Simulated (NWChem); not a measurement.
Molecule: C$_{2}$HBCl$_{2}$; SMILES B(C#C)(Cl)Cl

```xyz
6

B      0.0005     0.0000    -0.0013
C      0.0314    -1.5146     0.0013
C      0.0548    -2.7317     0.0043
H      0.0753    -3.8076     0.0074
Cl     1.4902     0.9139    -0.0026
Cl    -1.5268     0.8498    -0.0026
```
Atoms are numbered in this order, from 1.

Coordinates come from a PBE0/def2-SVP optimisation.

Problem. Give the principal values of the shielding tensors (ppm) of B1, C2, C3, Cl5 from LDA (Slater exchange, VWN5)/pcSseg-1, GIAO (NWChem), with their diamagnetic and paramagnetic parts as GIAO splits them.

Solution. 
```tsv
atom	σ11	σ22	σ33	isotropic	diamagnetic	paramagnetic
B1	27.2	31.9	87.2	48.8	195.5	-146.7
C2	-20.4	-17.9	283.4	81.7	257.4	-175.7
C3	-2.1	13.0	179.7	63.5	260.7	-197.2
Cl5	202.7	652.6	857.5	571.0	1147.0	-576.1
```
